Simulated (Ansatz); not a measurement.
One geometry of GeH$_{3}$OS, SMILES `[OH][GeH2][S]` radical, several functionals.

```yaml
crystal:
  periodic: [false, false, false]
  atoms:
    - {symbol: O, position_ang: [-0.517182, -1.346966, 0.002965]}
    - {symbol: Ge, position_ang: [0.356614, 0.192405, 0.137760]}
    - {symbol: S, position_ang: [-1.002584, 1.929244, 0.105204]}
    - {symbol: H, position_ang: [-1.178147, -1.335137, -0.693774]}
    - {symbol: H, position_ang: [1.287185, 0.407406, -1.072188]}
    - {symbol: H, position_ang: [1.096114, 0.089049, 1.473833]}
basis:
  gaussian: {orbitals: def2-TZVPP}
magnetization: {spin_polarized: true, initial_magnetization: 1}
hamiltonian: {xc: pbe0, dispersion: d4}
output: {orbitals: {seedname: orbitals}}
```

```sh
$ ansatz run in.yaml --threads 2 --pin off --events-out ev --progress --plain --max-ram 31744MiB --backend cpu
```

It prints (some lines left out):

```
Functional definition: PBE0
1044 factors; their error is unknown
mean field evaluation 1: about -69432.6809 eV, gradient 3.9e1 eV
mean field evaluation 2: about -69399.6791 eV, gradient 8.9e1 eV
mean field evaluation 4: about -69437.2953 eV, gradient 6.2e0 eV
mean field evaluation 8: about -69437.4348 eV, gradient 1.7e-1 eV
mean field evaluation 16: about -69437.7209 eV, gradient 2.3e-2 eV
mean field evaluation 32: about -69437.7211 eV, gradient 6.6e-5 eV
mean field -69437.72108289 eV, -2551.7891832184 hartree, gradient 9.4e-6 eV, S^2 0.755307; 2 other end points of the search recorded, 0 dependent functions left out
reference -69437.72110873 eV, -2551.7891841679 hartree; 30, 29 occupied and 133, 134 virtual orbitals, 1044 factors
Total energy: -69437.81631527 eV, -2551.7926829439 hartree
```

Hardware: 2 threads of a server CPU on a shared host. Wall time 12 s, peak host memory 0.75 GiB.

The same input with `hamiltonian: {xc: {name: B2PLYP}}` (abridged; 16 s):

```
Functional definition: B2PLYP
mean field evaluation 16: about -69430.3049 eV, gradient 3.4e-2 eV
mean field evaluation 32: about -69430.3060 eV, gradient 5.5e-4 eV
mean field -69430.30603162 eV, -2551.5166851105 hartree, gradient 7.1e-7 eV, S^2 0.756848; 2 other end points of the search recorded, 0 dependent functions left out
15 core orbitals not correlated: weight in the atoms' cores, before any rotation towards them, 1.000 or more for the frozen orbitals, at most 0.000 for the correlated occupied ones
second order -21.28783121 eV of doubles, -0.00000000 eV of singles
Total energy: -69436.05389217 eV, -2551.7279150897 hartree
```

With the line `hamiltonian: {xc: {name: B97M-V}}` (abridged; 26 s):

```
Functional definition: B97M-V
mean field evaluation 16: about -69436.8833 eV, gradient 1.3e-2 eV
mean field evaluation 32: about -69436.8833 eV, gradient 1.6e-5 eV
mean field -69436.88326417 eV, -2551.7583939484 hartree, gradient 9.9e-7 eV, S^2 0.755165; 3 other end points of the search recorded, 0 dependent functions left out
Total energy: -69436.88331267 eV, -2551.7583957308 hartree
```

The same input with `hamiltonian: {xc: {name: CAM-B3LYP}, dispersion: d4}` (abridged; 13 s):

```
Functional definition: CAM-B3LYP
mean field evaluation 16: about -69453.7898 eV, gradient 2.7e-2 eV
mean field evaluation 32: about -69453.7904 eV, gradient 1.8e-5 eV
mean field -69453.79037365 eV, -2552.3797187616 hartree, gradient 9.5e-6 eV, S^2 0.754383; 2 other end points of the search recorded, 0 dependent functions left out
Total energy: -69453.88828915 eV, -2552.3833170901 hartree
```

The same input with `hamiltonian: {xc: r2scan, dispersion: d4}` and forces (abridged; 15 s):

```
Functional definition: r2SCAN
mean field evaluation 16: about -69448.8963 eV, gradient 1.6e-2 eV
mean field evaluation 32: about -69448.8963 eV, gradient 2.6e-5 eV
mean field -69448.89630400 eV, -2552.1998650193 hartree, gradient 6.7e-6 eV, S^2 0.757514; 3 other end points of the search recorded, 0 dependent functions left out
Total energy: -69448.92145012 eV, -2552.2007891221 hartree
Atom 0 force     0.017765    -0.101363     0.054723 eV/Å
Atom 1 force     0.006791     0.111377     0.002560 eV/Å
Atom 2 force     0.033035    -0.014901    -0.002063 eV/Å
Atom 3 force    -0.023878     0.020257    -0.035794 eV/Å
Atom 4 force    -0.011997    -0.001036     0.033119 eV/Å
Atom 5 force    -0.021716    -0.014334    -0.052545 eV/Å
Dipole moment:     0.101051    -0.002872    -0.170152 e Å
```

With the line `hamiltonian: {xc: {name: wB97M-V}}` and forces (abridged; 33 s):

```
Functional definition: wB97M-V
mean field evaluation 16: about -69446.2959 eV, gradient 3.3e-2 eV
mean field evaluation 32: about -69446.2972 eV, gradient 2.0e-6 eV
mean field -69446.29719164 eV, -2552.1043494020 hartree, gradient 2.4e-6 eV, S^2 0.752838; 2 other end points of the search recorded, 0 dependent functions left out
Total energy: -69446.29723057 eV, -2552.1043508326 hartree
Atom 0 force    -0.082862    -0.015014    -0.059752 eV/Å
Atom 1 force     0.230651     0.059779     0.026470 eV/Å
Atom 2 force    -0.014822    -0.007901     0.003275 eV/Å
Atom 3 force     0.023368    -0.027640     0.038847 eV/Å
Atom 4 force    -0.085535    -0.023103     0.102142 eV/Å
Atom 5 force    -0.070800     0.013878    -0.110981 eV/Å
Dipole moment:     0.094860     0.023899    -0.171047 e Å
```
